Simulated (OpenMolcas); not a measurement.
**Ag4+: moving or changing the point charges**

Ag4+ among 6 point charges of -1.7 e arranged as a trigonal prism (D3h), 2.09 Å from the ion, with a polar angle of 53.5° against the regular 49.1°.
```
   1.6805    0.0000    1.2426  -1.70
  -0.8402    1.4553    1.2426  -1.70
  -0.8402   -1.4553    1.2426  -1.70
   1.6805    0.0000   -1.2426  -1.70
  -0.8402    1.4553   -1.2426  -1.70
  -0.8402   -1.4553   -1.2426  -1.70
```

| Quantity | Value |
| --- | --- |
| Program | OpenMolcas 26.06 |
| Method | SS-CASPT2, IPEA 0.25 Eh, imaginary shift 0.1 Eh (closed shells correlated: 4s 4p) |
| Basis | ANO-RCC-VDZP [6s5p3d1f] |
| Scalar Hamiltonian | DKH2, point nucleus |
| Active space | 7 electrons in 5 orbitals (4d) |
| State averaging | 2S+1 = 4 even, 10 roots; 2S+1 = 2 even, 40 roots |
| Spin-orbit coupling | RASSI with atomic mean-field integrals over the reference wave functions |

Runs around this geometry, states (labels of D3, the rotations of D3h). Energies in cm-1 above the lowest state or level, χT in cm3 K/mol.

```json
{"R (Å)": "2.09", "q (e)": "-1.7", "Polar angle / regular": "1", "Ground state": "4E", "First state of that spin": "1560", "First gap with spin-orbit (degeneracies)": "520 (2, 2)", "χT at 300 K": "4.312", "First state of another spin": "2E 15970"}
{"R (Å)": "2.09", "q (e)": "-1.1", "Polar angle / regular": "1.09", "Ground state": "4E", "First state of that spin": "4E 1300", "First gap with spin-orbit (degeneracies)": "200 (2, 2)", "χT at 300 K": "4.784", "First state of another spin": "2A1 16520"}
{"R (Å)": "1.88", "q (e)": "-1.7", "Polar angle / regular": "1.09", "Ground state": "4E", "First state of that spin": "4E 3870", "First gap with spin-orbit (degeneracies)": "520 (2, 2)", "χT at 300 K": "4.078", "First state of another spin": "2E 17010"}
{"R (Å)": "2.09", "q (e)": "-1.7", "Polar angle / regular": "1.09", "Ground state": "4E", "First state of that spin": "4E 2250", "First gap with spin-orbit (degeneracies)": "340 (2, 2)", "χT at 300 K": "4.427", "First state of another spin": "2A1 16840"}
{"R (Å)": "2.3", "q (e)": "-1.7", "Polar angle / regular": "1.09", "Ground state": "4E", "First state of that spin": "1260", "First gap with spin-orbit (degeneracies)": "210 (2, 2)", "χT at 300 K": "4.788", "First state of another spin": "2A1 16490"}
```

Scaling the charges by -1.1 / -1.7 = 0.65 scales the first state of the same spin by 1300 / 2250 = 0.58; with fixed orbitals a first-order splitting would follow the charge.

Roots that are degenerate in the reference are averaged as groups; the widest CASPT2 spread within a group is 97 cm-1 (the 2-fold group of multiplicity 4 near 0 cm-1 above the lowest state of its run, R = 2.09, q = -1.7, ratio = 1.09). Shifts and gaps below about the spread of the groups concerned are not significant. An orbital doublet at a regular site is open to a Jahn-Teller distortion, which this geometry leaves out. Point charges give a weaker field than real ligands, and real ions of this kind are as a rule low spin; the high spin found here belongs to the model. Free-ion shares, where given, are those of the reference states; single-state CASPT2 does not remix them. The ground term spreads over less than 5000 cm-1, several times less than with real ligands, so orbital moments are less quenched and χT lies further from the spin-only value than at real sites (holds for R = 2.09, q = -1.7, ratio = 1; R = 2.09, q = -1.1, ratio = 1.09; R = 2.09, q = -1.7, ratio = 1.09; R = 2.3, q = -1.7, ratio = 1.09). Point charges carry no covalency, so the field is a model and not that of real ligands. An unlabelled pair can be two single states that coincide in this model. No measured value stands beside these numbers.
